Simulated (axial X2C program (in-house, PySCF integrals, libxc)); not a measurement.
Low determinants of SbH⁺ at the PBE0 level, without spin–orbit coupling

All values were computed with an in-house relativistic program for diatomic molecules. Spin-free means the one-electron spin-free X2C Hamiltonian. Basis: Sb dyall-cv3z [11s12p8d4f1g], H dyall-v3z [6s2p1d] (cores contracted in-house); Gaussian nuclei, density fitting, unrestricted open shells. Masses: Sb 120.904 u, H 1.008 u.

Search at 1.720 Å (vertical energies from the lowest determinant):

```tsv
ΔE (eV)	state	electrons beyond evenly filled partner blocks	electrons in σ, π, δ, φ
0.00	M_S = 1/2, Λ = 1	π+α	22 21 8 0
1.86	M_S = 3/2, Λ = 0	σα, π+α, π-α	21 22 8 0
2.41	M_S = 1/2, Λ = 0	σβ, π+α, π-α	21 22 8 0
3.09	M_S = 1/2, Λ = 0	σα, π+β, π-α	21 22 8 0
3.09	M_S = 1/2, Λ = 2	σα, π+α, π+β	21 22 8 0
```

Lowest determinant, M_S = 1/2, Λ = 1 (beyond evenly filled blocks: π+α): Re = 1.713 Å, ωe = 1989.3 cm⁻¹.

The determinant in row 2 of the search, M_S = 3/2, Λ = 0 (beyond evenly filled blocks: σα, π+α, π-α), was followed along the bond at PBE0; measured from the minimum of the lowest determinant it gives:

Te = 1.803 eV (14539 cm⁻¹), Re = 1.873 Å, ωe = 1015.3 cm⁻¹.

**Question.** Compare the bond of the determinant in row 2 with that of the lowest one.

**Answer.** At PBE0 its Re is 0.160 Å longer and its force constant, which goes as ωe², is 0.26 times that of the lowest determinant. T0 ≈ Te + Δωe/2 = 14539 + (-487) = 14052 cm⁻¹.

The search compares states at one distance, so a state with another bond length can lie lower; it is not exhaustive and yields mostly the lowest determinant of each block pattern, so other components and higher states of one pattern are missing. These are energies of single determinants, not of spin-adapted states; PBE0 term energies can be off by some tenths of an eV, and the functional has no current term.
